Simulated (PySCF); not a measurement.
Species: C2H8BPS.
SMILES with atom numbers: `[CH3:1][S:2][B:3]([CH3:4])[PH2:5]` (hydrogens: H6, H7, H8 on C1; H9, H10, H11 on C4; H12, H13 on P5)

Torsions of this conformer, `[CH3:1][S:2][B:3]([CH3:4])[PH2:5]`: C1–S2–B3–C4 179°, H–P5–B3–S2 -53°, H–P5–B3–S2 -151°.

The closed-shell ground state was solved at several levels (PySCF, density fitting, gas phase, non-relativistic). Geometry: PBE0-D3(BJ)/def2-SVP, one conformer, isolated molecule.

```
             level  basis functions  HOMO (eV)  LUMO (eV)  gap (eV)  dipole (D)
    B97-D/pcSseg-1              139      -5.96      -1.50      4.46        1.03
      PBE0/cc-pVDZ              118      -6.97      -0.64      6.33        0.93
     PBE0/pcSseg-1              139      -7.12      -0.82      6.30        1.09
     PBE0/pcSseg-0               69      -7.19      -0.87      6.32        1.47
CAM-B3LYP/pcSseg-1              139      -8.37       0.33      8.70        1.04
     BLYP/pcSseg-1              139      -5.82      -1.47      4.35        1.00
     OPBE/pcSseg-1              139      -6.00      -1.60      4.40        1.10
    B97-2/pcSseg-1              139      -6.89      -0.82      6.07        1.07
  LC-wPBE/pcSseg-1              139      -9.74       1.32     11.06        1.11
  PBE0/aug-cc-pVDZ              195      -7.08      -0.83      6.25        0.95
```

Estimate the row for PBE0/cc-pVTZ, a basis of 270 functions; the other rows only guide the guess.

HOMO -7.06 eV, LUMO -0.79 eV, gap 6.27 eV, dipole 0.93 D.

Over all these levels, which gives the widest orbital gap and which the narrowest?

LC-wPBE/pcSseg-1 (range-separated hybrid) has the widest, 11.06 eV, and BLYP/pcSseg-1 (GGA) the narrowest, 4.35 eV. The two share the basis. From the narrowest to the widest the HOMO moves by -3.92 eV and the LUMO by +2.79 eV.

How much does the basis alone move the frontier levels among the 5 PBE0 rows (the withheld one included)?

The HOMO by 0.22 eV and the LUMO by 0.23 eV. By rising basis size (HOMO, LUMO in eV): pcSseg-0 -7.19, -0.87; cc-pVDZ -6.97, -0.64; pcSseg-1 -7.12, -0.82; aug-cc-pVDZ -7.08, -0.83; cc-pVTZ -7.06, -0.79.

In the pcSseg-1 basis, how does the gap go with the fixed share of exact exchange?

BLYP (0 %) 4.35 eV; OPBE (0 %) 4.40 eV; B97-D (0 %) 4.46 eV; B97-2 (21 %) 6.07 eV; PBE0 (25 %) 6.30 eV. Each rise in the share widens the gap here.

How far do the dipole and the HOMO energy spread over the levels?

The dipole runs from 0.93 to 1.47 D (mean 1.07 D) and the HOMO from -9.74 to -5.82 eV.
